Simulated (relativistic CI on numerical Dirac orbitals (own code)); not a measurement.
## Cu IX: q coefficients and field-shift factors

These numbers are calculated, not measured: Dirac-Coulomb-Breit CI, KLI orbitals optimised for each configuration, derivatives by finite differences, unscaled Slater integrals, QED left out (own radial code, finite nucleus).

CI space (outside the closed core [Ne]): 3s2 3p6 3d3, 3s2 3p5 3d4, 3s2 3p6 3d2 4s, 3s 3p6 3d4, 3s2 3p6 3d2 4p, 3s2 3p6 3d 4s2, 3p6 3d5, 3s2 3p6 3d2 4d. Levels of other configurations are missing.

With x = (α/α₀)² − 1 an excitation energy changes as ω = ω₀ + qx; K = 2q/ω₀ is the relative enhancement. Terms are leading LS components, so labels can repeat. The field-shift factor is F = δν/δ⟨r²⟩ for the transition from the lowest level.

Lowest level 3s2 3p6 3d3 4F_3/2.

```
              Level  ω₀ (cm⁻¹)  q (cm⁻¹)       K  F (GHz/fm²)
 3s2 3p6 3d3 4F_5/2       1206      1298    2.15       0.0059
 3s2 3p6 3d3 4F_7/2       2765      2864    2.07       0.0131
 3s2 3p6 3d3 4F_9/2       4589      4551    1.98        0.021
 3s2 3p6 3d3 4P_1/2      28391      1411  0.0994       0.0123
 3s2 3p6 3d3 4P_3/2      28730      1365  0.0951       0.0128
 3s2 3p6 3d3 4P_5/2      30409      3527   0.232       0.0216
 3s2 3p6 3d3 2G_7/2      30865      1841   0.119       0.0327
 3s2 3p6 3d3 2G_9/2      32309      2881   0.178       0.0387
 3s2 3p6 3d3 2D_3/2      39907     932.7  0.0467       0.0265
 3s2 3p6 3d3 2P_1/2      40963      2527   0.123       0.0397
 3s2 3p6 3d3 2H_9/2      42560      2981    0.14       0.0635
3s2 3p6 3d3 2H_11/2      43449      3299   0.152       0.0664
 3s2 3p6 3d3 2D_5/2      44253      3933   0.178       0.0344
```

At this charge configurations can still be misplaced by up to about 7 % of their energy. Terms inside the open d or f shell come out 10 to 20 % too wide with unscaled integrals.
